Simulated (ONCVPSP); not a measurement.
**N: one change to an ONCV potential, before and after**

N, optimised norm-conserving Vanderbilt (ONCV), made with ONCVPSP 4.0.1 (LDA (Perdew-Zunger), scalar-relativistic). Core [He], reference 2s2 2p3. Waves: 2s: rc 0.75 bohr, ncon 3, nbas 7, qcut 7.4 1/bohr, 2 projectors, debl 1 Ha; 2p: rc 1.50 bohr, ncon 5, nbas 10, qcut 7.9 1/bohr, 2 projectors, debl 1.5 Ha; d scattering state at 0.38 Ha: rc 1.45 bohr, ncon 3, nbas 7, qcut 7.3 1/bohr, 2 projectors, debl 3.1 Ha. Local part: polynomial inside 0.60 bohr (lpopt 2, dvloc0 0 Ha). Core correction: Teter function, fcfact 4, rcfact 1.55.

Change: reference 2s2 2p1.5. In the s channel the program set the typed energies aside and used -1.480, 0.250 Ha.

Cutoffs: the cutoffs (Ha) at which the residual kinetic energy of the hardest occupied pseudo-wave falls to 1 and 0.1 mHa per electron; they do not see the model core or the augmentation charge, which bear on the density cutoff. Errors are all-electron minus pseudo energies relative to the spin-unpolarised reference configuration.

**Question.** What does the change do?

**Answer.** The potential gets harder (29 Ha and 98 Ha → 31 Ha and 111 Ha); neither file shows a bound ghost.

| quantity | base | changed |
| --- | --- | --- |
| cutoff, loose | 29 Ha | 31 Ha |
| cutoff, tight | 98 Ha | 111 Ha |
| loose cutoff by channel | s 29 Ha, p 25 Ha | s 31 Ha, p 26 Ha |
| bound ghosts | none | none |
| GHOST(+) flags under 300 eV | none | none |
| largest error over its own tests, meV | +484 | +495 |
| s: phases at 0.76 bohr within 0.05 rad from the reference energy up to (Ha; the scan ends near 5) | to the end of the scan | to the end of the scan |
| p: phases at 1.52 bohr within 0.05 rad from the reference energy up to (Ha; the scan ends near 5) | to the end of the scan | to the end of the scan |
| d: phases at 1.47 bohr within 0.05 rad from the reference energy up to (Ha; the scan ends near 5) | to the end of the scan | to the end of the scan |
| rms error of d²Exc/dni dnj with the model core, mHa | 0.82 | 1.44 |
